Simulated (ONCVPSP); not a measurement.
C: one change to an ONCV potential, before and after

* Element: carbon
* Generator: ONCVPSP 4.0.1
* Type: optimised norm-conserving Vanderbilt (ONCV)
* Functional: LDA (Perdew-Wang 92)
* Relativity: scalar-relativistic
* Frozen core: [He]
* Valence charge: 4
* Reference configuration: 2s1 2p3
* Partial waves: 2s: rc 0.85 bohr, ncon 4, nbas 8, qcut 8 1/bohr, 2 projectors, debl 0.7 Ha; 2p: rc 2.15 bohr, ncon 4, nbas 8, qcut 6.9 1/bohr, 3 projectors, debl 2.5 Ha; d scattering state at 0.18 Ha: rc 1.70 bohr, ncon 5, nbas 9, qcut 5.4 1/bohr, 1 projector
* Local potential: polynomial inside 0.70 bohr (lpopt 5, dvloc0 0 Ha)
* Core correction: Teter function, fcfact 4.75, rcfact 1.4

Change: all radii but the core radius scaled by about 1.33 (s 1.14, p 2.86, d 2.26 bohr); local potential polynomial inside 0.94 bohr (lpopt 5, dvloc0 0 Ha).

Cutoffs: the cutoffs (Ha) at which the residual kinetic energy of the hardest occupied pseudo-wave falls to 1 and 0.1 mHa per electron; they do not see the model core or the augmentation charge, which bear on the density cutoff. Errors are all-electron minus pseudo energies relative to the spin-unpolarised reference configuration.

Q: What does the change do?

A: The potential gets neither clearly harder nor softer (20 Ha and 207 Ha → 21 Ha and 27 Ha); the bound ghost in s disappears; of the 4 tests that both files solve, the error grows in 4 and shrinks in 0 by more than 15 % and 0.3 meV (median size 46.4 → 101.1 meV). More of the atom is replaced by a form fitted at one configuration, so other configurations suffer.

```csv
quantity,base,changed
"cutoff, loose",20 Ha,21 Ha
"cutoff, tight",207 Ha,27 Ha
loose cutoff by channel,"s 20 Ha, p 14 Ha","s 21 Ha, p 10 Ha"
bound ghosts,s,none
GHOST(+) flags under 300 eV,none,none
"error for 2s2 2p2, meV [ΔE -8.24 eV]",+3.3,-8.0
"error for 2s2 2p1, meV [ΔE 2.74 eV]",+88,+194
"error for 2s2 2p0, meV [ΔE 27.00 eV]",+444,+996
"error for 2s0 2p4, meV [ΔE 8.28 eV]",+4.4,-6.4
"rms error of d²Exc/dni dnj with the model core, mHa",1.06,0.91
```

 A true bound ghost makes a file unfit for plane-wave use even where its test errors are small: the radial tests pick states by their node count and pass the ghost by.
